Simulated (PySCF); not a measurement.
B3LYP has the VWN-RPA correlation part, as in Gaussian. Excitations are Tamm–Dancoff values on a coarser integration grid. The basis has no diffuse functions, so Rydberg states are missing or too high.

Cartesian coordinates (Å):
SMILES: CN(C)S
```xyz
11

C      1.1412     0.6112    -0.0159
N     -0.2126     0.1673     0.3000
C     -0.4856    -1.1888    -0.1647
S     -1.4279     1.3023    -0.1425
H      1.3159     1.5926     0.4201
H      1.3369     0.6683    -1.0970
H      1.8502    -0.0965     0.4202
H      0.2539    -1.8627     0.2744
H     -1.4759    -1.4964     0.1646
H     -0.4330    -1.2903    -1.2590
H     -1.8630     1.5930     1.0999
```
Charge 0, spin multiplicity 1.

**Question.** What is the computed HOMO, S1 oscillator strength, S1–T1 gap (TDA), LUMO and total energy (PySCF with B3LYP-D3(BJ)/def2-TZVP)?

**Answer.** 
```yaml
HOMO: -6.35 eV
S1 oscillator strength: 0.050
S1–T1 gap (TDA): 0.73 eV
LUMO: -0.02 eV
total_energy: -533.4377 Ha
```
